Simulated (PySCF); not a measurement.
# Dipole moment and polarisability of `[H]/N=C\[Si@@H]1CCCO1`

C4H9NOSi.
Structure used (GFN2-xTB), in Å, numbered top down from 1:
```xyz
16
C4H9NOSi angstrom
N      3.4754   -0.5357    0.2194
C      2.3859    0.0012   -0.1062
Si     0.7299   -0.0936    0.8193
C     -0.6726   -1.0110   -0.0861
C     -1.8509   -0.1074    0.2708
C     -1.3314    1.3308    0.2800
O     -0.0164    1.3589    0.7851
H      3.4420   -1.0781    1.0830
H      2.4331    0.5834   -1.0269
H      0.9156   -0.5413    2.2028
H     -0.8550   -2.0355    0.2252
H     -0.5165   -1.0182   -1.1654
H     -2.6867   -0.2092   -0.4218
H     -2.1997   -0.3583    1.2738
H     -1.3123    1.7418   -0.7353
H     -1.9480    1.9811    0.9060
```

Level: PBE0/def2-SVPD (PySCF), static field, nuclei fixed, core orbitals frozen in the response. The polarisability tensor in these axes (au):

```
x   100.41  -6.88   2.52
y    -6.88  71.62  -3.05
z     2.52  -3.05  70.47
```

Problem. Give the principal values, the mean and the anisotropy Δα = √{½[(α1 − α2)² + (α2 − α3)² + (α1 − α3)²]}.

Solution. Principal values 67.71, 72.52 and 102.28 au; mean 80.84 au = 11.98 Å³ = 13.33 × 10⁻⁴⁰ C²·m²/J; Δα = 32.44 au (40 % of the mean).

Problem. What is the dipole moment, and where does it point?

Solution. (-2.87, -0.97, 0.00) D, 3.03 D in size, pointing from the negative to the positive side. Measured along this direction, the outermost atoms are N1 at the negative end and H13 at the positive end.

Problem. Give the principal axes and the span of the nuclei along them.

Solution. Largest value along (0.97, -0.23, 0.10), where the nuclei span 6.28 Å; middle along (-0.23, -0.67, 0.71), 3.39 Å; least along (0.10, 0.71, 0.70), 3.44 Å. 

Problem. Give the eigenvalues of the traceless quadrupole moment Θ = ½Σq(3rr − r²1), origin at the centre of nuclear charge.

Solution. -8.64, -0.04, 8.67 D·Å. The values depend on the origin, since the dipole doesn't vanish. The electronic extent ⟨r²⟩ about the same centre is 1025 bohr², a root-mean-square distance of 2.15 Å for the 62 electrons.

Problem. Form Σ f/ω² (atomic units) for the 6 lowest TDDFT singlets, given as eV and f, and set it beside the mean polarisability, which is this sum over all singlets: 4.13, 0.0005; 5.97, 0.0373; 6.26, 0.0192; 6.71, 0.0310; 6.77, 0.0203; 6.99, 0.0032.

Solution. They add up to 2.05 au, 2.5 % of the 80.84 au; the largest single term is 0.78 au, from the state at 5.97 eV. Terms in order: 0.02, 0.78, 0.36, 0.51, 0.33, 0.05 au. Higher excitations give the rest. The strengths listed sum to 0.111.

Problem. What would n − 1 = 2πNα be for an ideal gas of these molecules at 350 K and 1 atm, electronic part alone?

Solution. N = p/kT = 2.0968 × 10¹⁹ cm⁻³, so n − 1 = 2π × N × 11.98 × 10⁻²⁴ cm³ = 1578 × 10⁻⁶ at long wavelengths, for an ideal gas.

Problem. In a dilute gas of rigid molecules at 298 K, how does the orientational term μ²/3kT compare with the electronic polarisability?

Solution. In Gaussian units μ²/3kT = 74.44 Å³ against 11.98 Å³, a ratio of 6.21; the Debye molar polarisation (4π/3)N_A(α + μ²/3kT) is 218.0 cm³/mol, leaving out the vibrational part.

Isolated species at its GFN2-xTB geometry (one conformer only).

The run behind these numbers computed excited states as well. The run took about 80 s of CPU time (one thread, shared machine).
